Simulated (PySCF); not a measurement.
Sb(OH)2(TeH) (H3O2SbTe), SMILES [OH][Sb]([OH])[TeH]. Atoms are numbered in the order given.

```xyz
7

Sb    -0.7822     0.3284     0.8792
O     -2.2246    -0.5133    -0.1905
H     -2.1782    -0.2833    -1.1278
O     -0.7981     2.1658     0.1348
H     -0.4395     2.1883    -0.7631
Te     1.2380    -0.6220    -0.8141
H      2.3179     0.4689    -0.1653
```

Geometry optimised at PBE0-D3(BJ)/def2-SVP. The structure was generated by enumeration; whether it is a known compound was not checked. The def2 effective core potentials stand for the cores of Sb, Te; spin–orbit coupling is left out. One conformer was computed; it need not be the lowest.

Method: PBE0-D3(BJ)/def2-SVP in PySCF 2.14.0.

Frequencies are harmonic and unscaled.

```
mode  ν (cm⁻¹)  IR (km/mol)  moving atoms (share of kinetic energy)
----  --------  -----------  --------------------------------------
1           70         11.3                          H 83 %, O 16 %
2          106          3.1                          O 73 %, H 13 %
3          138          6.9                 O 62 %, Te 23 %, H 12 %
4          194         20.1                 Sb 54 %, Te 32 %, O 9 %
5          201          7.4                 O 55 %, H 34 %, Sb 10 %
6          272         57.0                          H 79 %, O 19 %
7          369        184.9                          H 88 %, O 12 %
8          507          1.4                                  H 97 %
9          615        100.5                         O 85 %, Sb 13 %
10         620         83.6                         O 89 %, Sb 10 %
11         831         85.9                                  H 94 %
12         876         70.2                                  H 91 %
13        2140         37.9                                  H 99 %
14        3846         47.8                                  H 94 %
15        3863         63.8                                  H 94 %
```
